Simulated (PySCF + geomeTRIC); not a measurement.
Species: C2H4OS, SMILES `OCC=S` (H–O–C–C torsion -66°, O–C–C–S torsion 142°) (charge 0, multiplicity 1).

### Question
Give a relaxed geometry from PySCF + geomeTRIC with r2SCAN-D4/def2-TZVP.

### Answer
One answer among several that fit: the end point of this relaxation, one of several conformers (outside a Z-matrix the atoms follow the SMILES, hydrogens last).
Bonded distances (Å): O1–C2 1.420, O1–H5 0.965, C2–C3 1.497, C2–H6 1.096, C2–H7 1.098, C3–S4 1.613, C3–H8 1.095. Angles (°): C2–O1–H5 107.7, O1–C2–C3 111.8, O1–C2–H6 112.7, O1–C2–H7 105.7, C3–C2–H6 110.5, C3–C2–H7 108.0, H6–C2–H7 107.8, C2–C3–S4 125.8, C2–C3–H8 113.1, S4–C3–H8 121.1.
